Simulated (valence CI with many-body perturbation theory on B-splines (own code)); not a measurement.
Questions on Er LVI

Method: valence CI with perturbative core correlation (CI+MBPT): three valence electrons over a frozen Dirac-Fock core [Ne], a basis of 11 s, 11 p, 9 d, 7 f, 5 g, 2 h, 1 i functions for each j, with the one-electron correlation potential Σ1 (screened to all orders), the two-electron term Σ2, the three-electron term Σ3, Breit, model QED; selected single and double excitations, second order for the rest (own B-spline code, finite nucleus).

No measured spectrum was set against this ion. As an estimate, large intervals hold to a few tenths of a per cent, small ones and those within an open d or f shell to about a per cent.

Levels are named by their leading jj configuration (3d3/2^4 stands for four electrons in 3d with j = 3/2), which in mixed levels can hold well under half, so a name can repeat and another be missing.

Rates and lifetimes use the calculated energies. Strong lines usually hold to 10 to 20 %, long lifetimes can be off by a factor of two.

**Question.** What is the ground level?

**Answer.** (3s^2 3p1/2) J=1/2, composition 100 % 3s2.3p 2P°, g = 0.650.

**Question.** Among levels below 8972.2 × 10³ cm⁻¹, which E1 lines absorb most strongly from the ground level?

**Answer.** to (3s^2 3d3/2) J=3/2 at 2.739 nm, f = 0.419; to (3s 3p1/2 3p3/2) J=1/2 at 3.042 nm, f = 0.196; to (3s 3p1/2 3p3/2) J=3/2 at 3.110 nm, f = 0.120.

**Question.** What is the ionisation energy?

**Answer.** 5455.8 eV; NIST lists 5455 ± 5 eV (theoretical).

**Question.** Where does the other parity begin?

**Answer.** At (3s 3p1/2^2) J=1/2, 1178.3 × 10³ cm⁻¹.

**Question.** How well does LS coupling describe the low levels?

**Answer.** Among the lowest 20 levels the leading LS term, summed over configurations, holds 64 % on average. For single configurations the figures are 62 % in LS and 93 % in jj coupling. Terms mix most in the J = 3/2 level at 4811.4 × 10³ cm⁻¹, where the leading one holds 36 %.

**Question.** What are the static dipole polarisabilities of the lowest levels?

**Answer.** (3s^2 3p1/2) J=1/2 0.00423 bohr³, of which the core gives 6.58e-05.

**Question.** Name the longest-lived excited levels whose lifetime is computed, and their main decay.

**Answer.** (3s 3p3/2 3d5/2) J=9/2 at 6851.1 × 10³ cm⁻¹ lives 16.0 ns, mostly by M1 to (3s 3p1/2 3d5/2) J=7/2; (3s^2 3p3/2) J=3/2 at 1963.1 × 10³ cm⁻¹ lives 8.37 ns, mostly by M1 to (3s^2 3p1/2) J=1/2.
